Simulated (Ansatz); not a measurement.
Start from `BC1(F)C=C1` and change one atom or group to get `FC1([SiH3])C=C1`.

Ansatz, PBE0-D4/def2-TZVP geometries, multiplicity 1. 

```tsv
property	`BC1(F)C=C1`
HOMO energy (PBE0/def2-TZVPP) / eV	-8.36
HOMO energy (PBE/def2-TZVPP) / eV	-7.07
size of the dipole moment (ωB97M-V/def2-TZVPP) / D	2.40
HOMO–LUMO gap (PBE0/def2-TZVPP) / eV	6.67
size of the dipole moment (B3LYP/def2-TZVPP) / D	2.40
size of the dipole moment (PBE/def2-TZVPP) / D	2.36
```

Q: Give the same properties after the change, and the shifts. (Estimate.)

A: Ansatz gave: 
| property | `FC1([SiH3])C=C1` | shift |
| --- | --- | --- |
| HOMO energy (PBE0/def2-TZVPP) / eV | -8.07 | 0.29 |
| HOMO energy (PBE/def2-TZVPP) / eV | -6.87 | 0.20 |
| size of the dipole moment (ωB97M-V/def2-TZVPP) / D | 2.28 | -0.12 |
| HOMO–LUMO gap (PBE0/def2-TZVPP) / eV | 7.47 | 0.80 |
| size of the dipole moment (B3LYP/def2-TZVPP) / D | 2.26 | -0.14 |
| size of the dipole moment (PBE/def2-TZVPP) / D | 2.16 | -0.20 |

With PBE0 the HOMO rises by 0.29 eV and the LUMO rises by 1.08 eV, so the gap widens by about 0.79 eV. PBE moves the HOMO by 0.20 eV and ωB97M-V by 0.35 eV. Dipoles are sizes alone; their direction can turn.

B3LYP here is the variant with VWN-RPA as its local correlation; programs differ in this.
